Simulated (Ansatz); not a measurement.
`C[O][Al]([O][SiH3])[N](C)C`, charge 0, multiplicity 1.

(1) Give a relaxed structure at PBE0-D4/def2-TZVP (Ansatz 0.2.0). (An estimate is asked.)

Results:

(1) The calculation gave: 
Z-matrix (Å, degrees):
```
C
O 1 1.396
H 1 1.095 2 110.2
H 1 1.097 2 112.7 3 120.6
H 1 1.095 2 110.2 3 -118.9
Al 2 1.682 1 134.4 3 -120.5
O 6 1.683 2 121.4 1 -0.1
N 6 1.759 2 118.5 1 179.9
Si 7 1.619 6 168.6 2 -0.3
C 8 1.443 6 123.2 2 0.0
C 8 1.442 6 123.9 2 180.0
H 9 1.490 7 110.7 6 -1.0
H 9 1.488 7 110.2 6 -121.0
H 9 1.488 7 110.2 6 119.0
H 10 1.092 8 110.7 6 -0.1
H 10 1.100 8 111.5 6 -120.2
H 10 1.100 8 111.5 6 120.1
H 11 1.092 8 110.9 6 0.1
H 11 1.100 8 111.6 6 -120.0
H 11 1.100 8 111.6 6 120.2
```
Point group Cs.
This is one stationary point; other conformers may exist.
